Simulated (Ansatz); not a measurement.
**Ligand exchange: C3H9BO + C4H10S → C3H9BS + C4H10O**

Gas-phase species: C3H9BO `CC(C)BO`, singlet; C4H10S (isobutyl mercaptan) `CC(C)CS`, singlet; C3H9BS `CC(C)BS`, singlet; C4H10O (2-methyl-1-propanol) `CC(C)CO`, singlet. The partners trade OH for SH: B–OH and C–SH bonds give way to B–SH and C–OH.

Shapes, held fixed at every level: PBE0-D4/def2-TZVP. Flexible molecules stand in one conformer, not always the lowest. Programs: Ansatz 0.2.0. Electronic energies: no zero-point or thermal term.

Q: Estimate ΔE of this reaction.

A: The highest level, CCSD(T)/CBS estimate, gives ΔE = +77.5 kJ/mol; the levels span +68.5 to +77.5. The column of differences is taken from that level and isn't an error. No measured value is set beside it here. The CBS estimate extrapolates MP2 from def2-TZVPP and def2-QZVPP and adds CCSD(T) − MP2 in the triple-zeta set, cores frozen. Times are processor times on shared x86 and Arm servers, and rough.

```tsv
level	kind	ΔE (kJ/mol)	less CCSD(T)/CBS estimate	CPU time (sum over the molecules)
PBE-D4/def2-TZVPP	GGA	+68.5	-9.0	46 s
r2SCAN-D4/def2-TZVPP	meta-GGA	+70.7	-6.8	78 s
B3LYP-D4/def2-TZVPP	global hybrid	+75.0	-2.5	87 s
wB97M-V/def2-TZVPP	range-separated hybrid	+77.0	-0.5	3 min
wB97X-V/def2-TZVPP	range-separated hybrid	+74.0	-3.5	2.1 min
B2PLYP/def2-TZVPP	double hybrid	+76.2	-1.3	1.7 min
CCSD(T)/CBS estimate	coupled cluster or CI	+77.5	0.0	–
```
